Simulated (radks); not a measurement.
Coulomb parameter of the 4f shell of the holmium ion Ho+ in the model configuration [Xe] 4f9 6s1 6p2, as a second difference U = [E(n + 0.25) + E(n - 0.25) - 2 E(n)] / (0.25)^2 with all orbitals relaxed. "Bare": the charge of the atom changes with n. "Screened": the 6p shell takes up the change at fixed total charge, which measures U(4f,4f) + U(6p,6p) - 2 U(4f,6p). All-electron calculation, scalar-relativistic Kohn-Sham, PBEsol, spin-unpolarised, spherical densities, finite nucleus; Fermi nuclear charge, rms radius 5.2022 fm. Program: a radial shooting solver on a logarithmic mesh with Libxc functionals.

[
 {"case": "start", "configuration": "[Xe] 4f9 6s1 6p2", "E - E(n) (eV)": "0.000"},
 {"case": "bare +0.25", "configuration": "[Xe] 4f9.25 6s1 6p2", "E - E(n) (eV)": "-7.141"},
 {"case": "bare -0.25", "configuration": "[Xe] 4f8.75 6s1 6p2", "E - E(n) (eV)": "8.289"},
 {"case": "screened +0.25", "configuration": "[Xe] 4f9.25 6s1 6p1.75", "E - E(n) (eV)": "-5.257"},
 {"case": "screened -0.25", "configuration": "[Xe] 4f8.75 6s1 6p2.25", "E - E(n) (eV)": "5.909"}
]

U(bare) = 18.366 eV, U(screened by 6p) = 10.444 eV, against the Slater integral F0(4f,4f) = 33.695 eV with frozen orbitals.
